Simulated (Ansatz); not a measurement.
The same path of a periodic cell of 15 atoms, TiW14 (host W, host structure bcc, dopant Ti, one W atom removed) was run twice with different band settings. Lost on the way: Ti1–W5, Ti1–W8, Ti1–W13, Ti1–W14. Made: Ti1–W6, Ti1–W7, Ti1–W9, Ti1–W12.

All numbers below come from DFT PBE-D3(BJ), scalar-relativistic, plane waves, PAW in Ansatz. Settings: PAW set soft_1, cutoff 420 eV, k mesh 3x3x3, fermi-dirac smearing 0.1 eV, no spin polarisation.

Relaxed end points:

```xyz
15
Lattice="6.3200 0.0000 0.0000 0.0000 6.3200 0.0000 0.0000 0.0000 6.3200" Properties=species:S:1:pos:R:3
Ti 0.061 -0.043 -0.042
W 3.167 0.003 0.004
W 0.015 3.172 0.004
W 0.015 0.004 3.173
W 1.586 1.583 1.584
W 3.135 3.203 -0.017
W 3.135 -0.018 3.204
W 4.740 1.599 1.600
W 0.036 3.203 3.204
W 1.601 4.737 1.614
W 1.601 1.613 4.738
W 3.168 3.171 3.172
W 4.755 4.752 1.584
W 4.755 1.583 4.753
W 4.726 4.737 4.738
```

```xyz
15
Lattice="6.3200 0.0000 0.0000 0.0000 6.3200 0.0000 0.0000 0.0000 6.3200" Properties=species:S:1:pos:R:3
Ti 1.530 -1.530 -1.530
W 3.186 0.011 0.011
W -0.011 3.134 0.011
W -0.011 0.011 3.134
W 1.555 1.545 1.545
W 3.155 3.165 -0.005
W 3.155 -0.005 3.165
W 4.743 1.577 1.577
W 0.005 3.165 3.165
W 1.575 4.745 1.576
W 1.575 1.576 4.745
W 3.170 3.150 3.150
W 4.775 4.765 1.545
W 4.775 1.545 4.765
W 4.744 4.745 4.745
```

Common settings: climbing image yes; force threshold 0.05 eV/Å; end points relaxed.

| run | movable images | spring | optimiser | start path | iteration limit |
| --- | --- | --- | --- | --- | --- |
| 1 | 5 | 5.0 eV/Å² | lbfgs | straight line | 38 |
| 2 | 3 | 100.0 eV/Å² | fire | default | 50 |

Problem. What does each run give, and how far can it be trusted?

Solution. Run 1: converged after 5 iterations, highest image 1.015 eV above the first end. By the program's own check the climbing image is a first-order saddle point (lowest curvatures found: -1.55 and 8.07 eV/Å²).
Run 2: converged after 9 iterations, highest image 1.015 eV above the first end. The order of the stationary point at the top wasn't checked.
Limits of this set-up: coarse k mesh, a small cell, in which the defect meets its images.
